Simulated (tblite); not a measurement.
C₆H₈F₂O.
Atom-mapped SMILES: `[O:1]=[C:2]=[C:3]([CH2:4][F:5])[CH2:6][CH2:7][CH2:8][F:9]` (hydrogens: H10, H11 on C4; H12, H13 on C6; H14, H15 on C7; H16, H17 on C8)

Computed with GFN2-xTB (tblite), gas phase: nudged elastic band of 9 images (0 to 8), spring 0.2 eV/Å², climbing image at the end, force threshold 0.05 eV/Å. No saddle search or frequency run followed, so the top image need not be a first-order saddle, and its height can exceed the method's true barrier by a kcal/mol or more.

The band describes a rotation about C6–C7 (chain CH2 carbon, chain CH2 carbon), followed by the dihedral C3–C6–C7–C8, from the optimised start (177°) to a second optimised geometry at -74°.

Question: How does the energy change from image to image?

Answer: 
```tsv
image	dihedral (°)	E (eV)	C6–C7 (Å)	C3···C8 (Å)	largest true force (eV/Å)
0	177	0.000	1.533	3.87	0.01
1	-169	0.011	1.534	3.86	0.04
2	-155	0.041	1.537	3.83	0.05
3	-141	0.079	1.541	3.77	0.04
4	-127	0.107	1.543	3.68	0.03
5	-114	0.109	1.543	3.57	0.03
6	-100	0.089	1.540	3.44	0.03
7	-86	0.065	1.536	3.30	0.03
8	-74	0.052	1.534	3.20	0.01
```

Barriers of this band. The top is image 5 at -114°: 0.109 eV forward and 0.057 eV back; the end lies 0.052 eV above the start. The central bond is 0.010 Å longer at the top than at the start.

Question: What rate follows at 350 K for crossing this barrier forward?

Answer: Taking the electronic barrier for the free energy of activation (no zero-point or entropy terms, transmission 1), rate = (kT/h)·exp(−ΔE/kT) ≈ 2 × 10^11 s⁻¹, whose inverse is 5 × 10^-12 s. An error of 1 kcal/mol in the barrier changes this by a factor of 4, and the method and the loose band can each miss by that much or more. The barrier is only 3.6 kT, where transition-state theory is rough.

Question: How would the two end points share their population at 350 K, from these energies alone?

Answer: exp(−ΔE/kT) with ΔE = 0.052 eV gives 0.18 for the higher one (end) against 1 for the lower, without vibrational, rotational or degeneracy terms. GFN2-xTB can put conformers this close in the wrong order.

Question: How long is the path, and how are the images spaced?

Answer: Cartesian distances between aligned neighbours (all atoms, Å): 0.71, 0.70, 0.69, 0.70, 0.69, 0.72, 0.73, 0.78; the sum is 5.72 Å, and the top lies 61 % of the way along.

The cost below is that of the whole band run. The run took about 8 s of CPU time (one thread, shared machine).
